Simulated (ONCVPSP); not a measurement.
**Transferability test, ONCV potential for Ca**

- Element: Ca
- Generator: ONCVPSP 4.0.1
- Type: optimised norm-conserving Vanderbilt (ONCV)
- Functional: PBE
- Relativity: scalar-relativistic
- Frozen core: [Ne]
- Valence charge: 10
- Reference configuration: 3s2 3p6 4s2
- Partial waves: 3s+4s: rc 2.15 bohr, ncon 3, nbas 6, qcut 6.5 1/bohr, 2 projectors; 3p: rc 1.20 bohr, ncon 3, nbas 7, qcut 5.7 1/bohr, 2 projectors, debl 3.8 Ha; d scattering state at 0.11 Ha: rc 2.05 bohr, ncon 3, nbas 7, qcut 4 1/bohr, 2 projectors, debl 2.6 Ha
- Local potential: polynomial inside 1.00 bohr (lpopt 5, dvloc0 2 Ha)
- Core correction: none

In the d channel the program set the typed energies aside and used -0.072, 2.528 Ha.

Energies are relative to the spin-unpolarised reference configuration 3s2 3p6 4s2; without spin polarisation the order of configurations can differ from experiment.

(1) Give the all-electron excitation energy and the error of the potential for: 3s2 3p6 4s1; 3s2 3p6 4s0; 3s2 3p6 4s1.5; 3s2 3p6 3d0.5 4s1.5.

Levels in the configuration 3s2 3p6 3d0.5 4s1.5:

```json
{"level": "3s", "all-electron (eV)": "-45.598", "pseudo (eV)": "-45.711"}
{"level": "3p", "all-electron (eV)": "-26.607", "pseudo (eV)": "-26.683"}
{"level": "4s", "all-electron (eV)": "-3.438", "pseudo (eV)": "-3.426"}
{"level": "3d", "all-electron (eV)": "-1.105", "pseudo (eV)": "-1.152"}
```

## Answers

(1)

```json
{"valence configuration": "3s2 3p6 4s1", "charge": "+1", "ΔE all-electron (eV)": "6.309", "error AE − PS (meV)": "-0.4"}
{"valence configuration": "3s2 3p6 4s0", "charge": "+2", "ΔE all-electron (eV)": "18.130", "error AE − PS (meV)": "-2.1"}
{"valence configuration": "3s2 3p6 4s1.5", "charge": "+0.5", "ΔE all-electron (eV)": "2.504", "error AE − PS (meV)": "-0.1"}
{"valence configuration": "3s2 3p6 3d0.5 4s1.5", "charge": "0", "ΔE all-electron (eV)": "1.053", "error AE − PS (meV)": "+19"}
```
